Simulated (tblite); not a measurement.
Compound: C2H6FGeNO (charge +1 and doublet state).
Bonds: C1–C2, C2–O3 (double), C2–N4, N4–Ge5, Ge5–F6. Hydrogens: H7, H8, H9 on C1; H10 on N4; H11, H12 on Ge5.
Bond orders are those of one Lewis drawing.

Computed with GFN2-xTB (tblite), gas phase: L-BFGS steps from a force-field or distance-geometry start until the largest atomic force falls under 0.01 eV/Å.

Step 0: E = -558.0888 eV
```
atom  x, y, z in Å  |  force x, y, z in eV/Å
C1     -2.1044   -0.0398    0.1330   -0.821  -0.007   0.235
C2     -0.7157    0.3494   -0.2214    2.537   1.209  -0.921
O3     -0.4910    1.3401   -0.9479   -0.360  -2.618   1.894
N4      0.3818   -0.4330    0.2640   -1.840   0.280   0.116
Ge5     2.1553   -0.0185   -0.1266    0.394   0.179  -0.556
F6      2.5258    1.5849    0.4762   -0.295  -0.679  -0.241
H7     -2.1943   -0.2089    1.2232    0.138   0.006  -0.468
H8     -2.8133    0.7755   -0.1485    0.544  -0.606   0.069
H9     -2.3816   -0.9700   -0.4056    0.152   0.481   0.250
H10     0.1938   -1.2784    0.8736   -0.115   1.234  -0.904
H11     2.3495   -0.0434   -1.6731   -0.062   0.237   0.378
H12     3.0952   -1.0587    0.5272   -0.271   0.286   0.148
```

Task: Estimate the geometry and energy of step 1. (The exact step hangs on the optimiser's Hessian estimate; all steps are aligned on step 0, rigid shifts and turns removed.)

Result: E = -558.2836 eV, largest force 2.977 eV/Å
```
atom  x, y, z in Å  |  force x, y, z in eV/Å
C1     -2.1161   -0.0399    0.1363   -0.105  -0.141   0.129
C2     -0.6794    0.3667   -0.2346    0.721  -2.336   1.699
O3     -0.4961    1.3027   -0.9209    0.369   1.333  -0.976
N4      0.3555   -0.4290    0.2656   -0.831   0.356  -0.014
Ge5     2.1610   -0.0160   -0.1346    0.276   0.003  -0.542
F6      2.5216    1.5752    0.4728   -0.277  -0.549  -0.175
H7     -2.1923   -0.2088    1.2165    0.143   0.019  -0.180
H8     -2.8055    0.7669   -0.1476    0.267  -0.229  -0.029
H9     -2.3795   -0.9631   -0.4020    0.147   0.291   0.098
H10     0.1921   -1.2608    0.8607   -0.334   0.735  -0.493
H11     2.3486   -0.0400   -1.6677   -0.084   0.260   0.289
H12     3.0913   -1.0546    0.5293   -0.290   0.258   0.193
```

The energy changes by -0.1949 eV. The first-order estimate −F·Δx gives -0.4084 eV and the mean of the old and new forces, exact on a quadratic surface, -0.1824 eV. The step makes an angle of 0° with the force vector and moves no atom by more than 0.046 Å.

What follows is the cost of the whole relaxation. On one thread, Intel Xeon at 2.50 GHz (x86_64), no GPU (shared host), this took 1.5 s.
